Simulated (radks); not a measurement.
Trend from K+ to Kr+: ionisation energy by Delta-SCF between NIST ground configurations, and size. All-electron calculation, scalar-relativistic Kohn-Sham, r2SCAN, spin-polarised, spherical densities, finite nucleus; open shells are filled with parallel spins first; meta-GGA in the generalised Kohn-Sham scheme; Fermi nuclear charge, rms radius of each element as measured or else 0.836 A^(1/3) + 0.57 fm. Program: a radial shooting solver on a logarithmic mesh with Libxc functionals.

species      configuration  IE (eV)  NIST (eV)  kind  outermost  <r> outermost (bohr)
K+                    [Ar]   32.092     31.625  exp.         3p                  1.42
Ca+               [Ar] 4s1   11.720     11.872  exp.         4s                  3.61
Sc+           [Ar] 3d1 4s1   12.970     12.800  exp.         4s                  3.33
Ti+           [Ar] 3d2 4s1   13.917     13.576  exp.         4s                  3.13
V+                [Ar] 3d4   15.798      14.63  exp.         3d                  1.50
Cr+               [Ar] 3d5   17.376     16.486  exp.         3d                  1.37
Mn+           [Ar] 3d5 4s1   16.156     15.640  exp.         4s                  2.73
Fe+           [Ar] 3d6 4s1   16.709     16.199  exp.         4s                  2.64
Co+               [Ar] 3d8   17.470     17.084  exp.         3d                  1.17
Ni+               [Ar] 3d9   19.293     18.169  exp.         3d                  1.08
Cu+              [Ar] 3d10   21.032     20.292  exp.         3d                  1.01
Zn+          [Ar] 3d10 4s1   18.543     17.964  exp.         4s                  2.39
Ga+          [Ar] 3d10 4s2   20.525     20.515  exp.         4s                  2.22
Ge+      [Ar] 3d10 4s2 4p1   15.685     15.935  exp.         4p                  2.52
As+      [Ar] 3d10 4s2 4p2   18.856     18.589  exp.         4p                  2.28
Se+      [Ar] 3d10 4s2 4p3   21.792      21.20  exp.         4p                  2.09
Br+      [Ar] 3d10 4s2 4p4   21.030     21.591  exp.         4p                  1.97
Kr+      [Ar] 3d10 4s2 4p5   24.569     24.360  exp.         4p                  1.83

Reference values: NIST Atomic Spectra Database (exp. = measured, semi-emp. = semi-empirical, theory = theoretical value adopted there). Open shells are spherical and high-spin; term and fine-structure splittings are not resolved.
